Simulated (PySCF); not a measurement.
## Predicted spectroscopic data

[PySCF: σ from GIAO-PBE0/pcSseg-1; GFN2-xTB structure; non-relativistic; no solvent model; one computed conformer; equivalent nuclei averaged]

Shifts are taken against calculated references (same method and geometry level): 1H, 13C against TMS. Splittings of carbon signals by F and P are missing where no couplings were computed. Where no couplings were computed, multiplicities follow the n + 1 count of equivalent neighbours, and m marks all less simple cases (inequivalent or close neighbours, rings, F or P nearby). Acid and N–H amide carbonyl carbons lie up to 10 ppm further downfield in solution (hydrogen bonding). Shifts are as computed. Against solution values, carbons near 30 ppm lie about +3 ppm off and those near 130 ppm about +5 ppm. Of 1309 compounds with measured shifts, 239 miss one by over three times the rms of a fit or turn the order of signals round; such compounds aren't used in these exercises. OH and NH positions are gas-phase values without hydrogen bonding to other molecules.

Compound 1 (C4H12O2Si3). 1H NMR (600 MHz, computed): δ 6.19 (br s, 1H), 3.97 (d, 3H), 3.83 (d, 3H), 3.69 (m, 1H), 2.10 (m, 1H), 1.04 (m, 1H), 0.42 (m, 1H), 0.38 (m, 1H). 13C{1H} NMR (computed): δ 182.2, 14.2, 1.7, -10.5. Structure: `InChI=1S/C4H12O2Si3/c5-3(6)4(8)9-1-2(9)7/h2,4,9H,1H2,7-8H3,(H,5,6)/t2-,4+,9+/m1/s1`.

Compound 2 (C6H9FO2). 1H NMR (600 MHz, computed): δ 6.65 (s, 1H), 5.72 (m, 2H), 3.95 (m, 2H), 2.35 (m, 2H), 1.79 (m, 2H). 13C{1H} NMR (computed): δ 145.5 (C), 134.6 (CH), 103.5 (CH2), 67.3 (CH2), 28.0 (CH2), 25.2 (CH2). Structure: SMILES FCOC1=COCCC1.

Compound 3 (C6H5F3Si). 1H NMR (600 MHz, computed): δ 7.60 (t, 1H), 5.14 (m, 2H), 2.09 (m, 2H). 13C{1H} NMR (computed): δ 174.0, 131.2, 125.5, 91.4, 87.1, 20.4. Structure: `FC(F)(F)C#CC1=CC[SiH2]1`.

Compound 4 (C4H12O2Si3). 1H NMR (600 MHz, computed): δ 9.21 (d, 1H), 6.96 (d, 1H), 5.81 (q, 2H), 5.11 (s, 2H), 3.42 (t, 3H), 2.69 (s, 3H). 13C{1H} NMR (computed): δ 205.7, 194.9, 138.8, 28.7. Structure: `InChI=1S/C4H12O2Si3/c1-4(2-3-5)8-6-9-7/h2-3H,8-9H2,1,7H3/b4-2-`.
